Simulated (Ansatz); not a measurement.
C4H2BrCl, SMILES C#C/C=C(/Cl)Br.

The structure is a stationary point at r2SCAN-D4/def2-SVP. The structure was generated by enumeration; whether it is a known compound was not checked.

Two levels are set side by side: PBE/def2-SVPD (Ansatz, a quantum-chemistry and plane-wave program) and PBE0/def2-SVPD (Ansatz). Energy differences of separate SCF runs at the same geometry; the states with an electron removed or added have multiplicity 2 and 2. Differences are taken from unrounded values.

| quantity | PBE |
|---|---|
| vertical ionisation energy (eV) | 8.75 |
| vertical singlet–triplet gap (eV) | 2.95 |

These are the PBE values. What does PBE0 give? (An estimate is asked for; the answer gives what the named calculation found.)


```csv
quantity,PBE0,PBE minus PBE0
vertical ionisation energy (eV),8.95,-0.21
vertical singlet–triplet gap (eV),2.93,0.02
```
